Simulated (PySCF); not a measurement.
O2Re, neutral, multiplicity 4. Atoms are numbered in the order given.

```xyz
3

Re     0.0000     0.0000     0.1248
O      0.0000     1.5703    -0.5852
O      0.0000    -1.5703    -0.5852
```
Charge 0, spin multiplicity 4.

Geometry: PBE-D3(BJ)/def2-TZVP. The spin state was assumed, not searched. The def2 effective core potentials stand for the cores of Re; spin–orbit coupling is left out.

Computed with PBE-D3(BJ)/def2-TZVP (PySCF).

Frequencies are harmonic and unscaled.

```csv
mode,ν (cm⁻¹),IR (km/mol),moving atoms (share of kinetic energy)
1,257,0.8,"O 89 %, Re 11 %"
2,935,195.6,"O 88 %, Re 12 %"
3,984,28.8,O 97 %
```
